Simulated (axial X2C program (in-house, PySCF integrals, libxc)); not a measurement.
**Low determinants of VF at the PBE0 level, 2c**

All values were computed with an in-house relativistic program for diatomic molecules. Two-component (2c) means X2C with spin–orbit coupling and atomic mean-field two-electron Coulomb and Gaunt terms. Basis: V dyall-cv3z [10s10p6d4f2g], F dyall-av3z [7s6p3d2f] (cores contracted in-house); Gaussian nuclei, density fitting, unrestricted open shells. Masses: V 50.944 u, F 18.998 u.

Search at 1.771 Å (vertical energies from the lowest determinant):

| ΔE (eV) | state | electrons beyond evenly filled partner blocks | electrons in ±ω = 1/2, 3/2, 5/2, 7/2 |
| --- | --- | --- | --- |
| 0.00 | Ω = 1 | ω = -3/2, ω = 5/2 | 24 7 1 0 |
| 0.02 | Ω = 3 | ω = 1/2, ω = 5/2 | 23 8 1 0 |
| 0.25 | Ω = 4 | ω = 3/2, ω = 5/2 | 24 7 1 0 |
| 0.56 | Ω = 2 | 2 × ω = 1/2, ω = -3/2, ω = 5/2 | 24 7 1 0 |
| 0.90 | Ω = 2 | ω = -1/2, ω = 5/2 | 23 8 1 0 |
| 0.93 | Ω = 0 | 2 × ω = -1/2, ω = -3/2, ω = 5/2 | 24 7 1 0 |
| 1.51 | Ω = 3 | ω = 1/2, ω = 5/2 | 25 6 1 0 |

Lowest determinant, Ω = 1 (⟨Sz⟩ = 2.00, ⟨Lz⟩ = -1.00 at PBE0): Re = 1.768 Å, ωe = 692.8 cm⁻¹.

The determinant in row 2 of the search, Ω = 3 (⟨Sz⟩ = 2.00, ⟨Lz⟩ = 1.00 at PBE0), was followed along the bond at PBE0; measured from the minimum of the lowest determinant it gives:

Te = 0.024 eV (190 cm⁻¹), Re = 1.768 Å, ωe = 692.4 cm⁻¹.

Task: Compare the bond of the determinant in row 2 with that of the lowest one.

Result: At PBE0 its Re is the same within 0.001 Å and its force constant, which goes as ωe², is 1.00 times that of the lowest determinant. T0 ≈ Te + Δωe/2 = 190 + (0) = 190 cm⁻¹.

The search compares states at one distance, so a state with another bond length can lie lower; it is not exhaustive and yields mostly the lowest determinant of each block pattern, so other components and higher states of one pattern are missing. These are energies of single determinants, not of spin-adapted states; PBE0 term energies can be off by some tenths of an eV, and the functional has no current term. Open-shell Ω = 0 determinants with evenly filled partner blocks cannot be reached by this program, so the Ω shown need not be the lowest component. The lowest determinant need not be the ground state where others lie within half an eV.
